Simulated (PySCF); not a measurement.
# Electronic structure of Ar⁺ (argon, charge +1) at the UHF level

Configuration: [Ne] 3s1 3p5 3d1, one real determinant (an excited configuration). All numbers are calculated (PySCF 2.14, scalar relativity by spin-free X2C-1e, in aug-cc-pVTZ-DK (6s5p3d2f, 50 functions)).

| Quantity | Value |
| --- | --- |
| Total energy | -526.834501 hartree |
| One-electron energy | -717.7682 hartree |
| Hartree (Coulomb) energy | 220.7287 hartree |
| Exchange energy | -29.7950 hartree |
| ⟨S²⟩ | 3.7555 |
| ⟨L²⟩ | 7.879 |
| Sum of ⟨r⟩ | 14.48 bohr |
| Sum of ⟨r²⟩ | 23.38 bohr² |
| Traceless quadrupole moment −½Σ⟨3z² − r²⟩ along its main axis | 0.453 e·bohr² |
| Langevin diamagnetic susceptibility | -18.5 ×10⁻⁶ cm³/mol |

```tsv
shell	electrons	mean orbital energy (eV)	spread (eV)	rms radius, mean of both spins (bohr)
1s α	1	-3262.4	0	0.0991
1s β	1	-3261.1	0	0.0991
2s α	1	-358.06	0	0.446
2s β	1	-356.09	0	0.446
2p α	3	-281.17	0.680	0.416
2p β	3	-279.69	0.895	0.416
3s α	1	-53.865	0	1.44
3p α	3	-33.973	2.862	1.65
3p β	2	-27.181	0	1.65
3d α	1	-10.009	0	2.50
```

⟨L²⟩ = 7.88 against 12 for a pure F term, so this real determinant mixes terms. The outer electron is Rydberg-like, and this basis confines it to a smaller radius and binds it less than a complete one would.

Densities and radii are taken from the X2C orbitals without a picture-change correction, which distorts them close to the nucleus.

Spin-orbit constants ζ (cm⁻¹) from the X2C one-electron operator on these orbitals: bare nucleus, nucleus screened by l(l+1)(2l+1)/3 electrons, and screened by the Breit-Pauli mean field of the electrons.

```json
{"shell": "2p", "bare": "13090", "screened nucleus": "11640", "mean field": "10970"}
{"shell": "3p", "bare": "1196", "screened nucleus": "1063", "mean field": "992.9"}
{"shell": "3d", "bare": "32.40", "screened nucleus": "14.40", "mean field": "7.968"}
```

To first order the Landé constant is A = -108.5 cm⁻¹, so the lowest level has J = 9/2 and lies 0.0606 eV below the centre of the term. This holds in LS coupling only.
